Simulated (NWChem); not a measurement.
# MoSiH4S2O2; SMILES [Mo](=[O])([O][SiH3])(=[S])[SH]

```xyz
10

Mo     0.0590    -0.3516     0.2503
O      0.1233    -0.5981     1.8970
S      1.8879    -0.9304    -0.6332
S     -1.5167    -1.8114    -0.6442
H     -2.3548    -1.6857     0.4143
O     -0.3335     1.4106    -0.1242
Si    -0.2603     3.0832    -0.2675
H      0.8969     3.4409    -1.1353
H     -0.0966     3.6762     1.0896
H     -1.5376     3.5385    -0.8831
```
Atoms are numbered in this order, from 1.

Results from NWChem. Medium grid unless said otherwise, to which SCAN and Minnesota functionals are sensitive. Coordinates come from a PBE0/def2-SVP optimisation. No frequency run checked for a minimum. def2 effective core potentials on Mo; no spin-orbit coupling. Total energies of different functionals are on different scales.

| level | energy (Ha) | highest occupied level (eV) | orbital gap (eV) | dipole (D) |
|---|---|---|---|---|
| B3LYP/def2-SVP | -1306.7411 | -7.51 | 4.32 | 2.78 |
| PBE/def2-SVP | -1306.0688 | -6.54 | 2.86 | 2.88 |
| MN15-L/def2-SVP | -1306.0132 | -7.12 | 3.37 | 2.88 |
| MPW1K/def2-SVP | -1306.6169 | ? | ? | 2.90 |
| OLYP/def2-SVP | -1306.7377 | -6.41 | 2.84 | 2.85 |
| B3PW91/def2-SVP | -1306.5591 | -7.63 | 4.34 | 2.89 |
| MN15/def2-SVP | -1305.9593 | -8.49 | 5.87 | 2.68 |
| M06-2X/def2-SVP | -1306.4086 | -9.01 | 6.73 | 2.70 |
| revPBE/def2-SVP | -1306.4895 | -6.51 | 2.86 | 2.89 |
| PW91/def2-SVP | -1306.6765 | -6.59 | 2.85 | 2.87 |
| M06/def2-SVP | -1306.5284 | -7.78 | 4.70 | 2.78 |

Question: What belongs in the gaps?

Answer: 
- MPW1K/def2-SVP, highest occupied level (eV): -8.80
- MPW1K/def2-SVP, orbital gap (eV): 6.07
